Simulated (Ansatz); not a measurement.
One change: `[CH3][AlH][Br]` becomes `[Br][AlH][Br]`.

Ansatz, PBE0-D4/def2-TZVP geometries, multiplicity 1. 

Scalar relativity is left out up to krypton.

```json
{"property": "HOMO–LUMO gap (ωB97M-V/def2-TZVPP) / eV", "`[CH3][AlH][Br]`": "10.56"}
{"property": "size of the dipole moment (ωB97M-V/def2-TZVPP) / D", "`[CH3][AlH][Br]`": "1.90"}
{"property": "HOMO–LUMO gap (B3LYP/def2-TZVPP) / eV", "`[CH3][AlH][Br]`": "6.32"}
{"property": "HOMO energy (ωB97M-V/def2-TZVPP) / eV", "`[CH3][AlH][Br]`": "-10.20"}
{"property": "size of the dipole moment (B3LYP/def2-TZVPP) / D", "`[CH3][AlH][Br]`": "1.86"}
{"property": "HOMO energy (B3LYP/def2-TZVPP) / eV", "`[CH3][AlH][Br]`": "-7.78"}
```

Problem. What does the change do to each property? (An estimate is asked.)

Solution. Computed: 
| property | `[Br][AlH][Br]` | shift |
| --- | --- | --- |
| HOMO–LUMO gap (ωB97M-V/def2-TZVPP) / eV | 10.87 | 0.31 |
| size of the dipole moment (ωB97M-V/def2-TZVPP) / D | 0.93 | -0.97 |
| HOMO–LUMO gap (B3LYP/def2-TZVPP) / eV | 6.54 | 0.22 |
| HOMO energy (ωB97M-V/def2-TZVPP) / eV | -10.85 | -0.65 |
| size of the dipole moment (B3LYP/def2-TZVPP) / D | 0.88 | -0.98 |
| HOMO energy (B3LYP/def2-TZVPP) / eV | -8.37 | -0.59 |

With PBE0 the HOMO falls by 0.65 eV and the LUMO falls by 0.39 eV, so the gap widens by about 0.26 eV. PBE moves the HOMO by -0.62 eV and ωB97M-V by -0.65 eV. Dipoles are sizes alone; their direction can turn.

B3LYP here is the variant with VWN-RPA as its local correlation; programs differ in this.

Spin–orbit coupling is left out; it splits and shifts lone-pair levels of the heavy atoms by tenths of an eV.
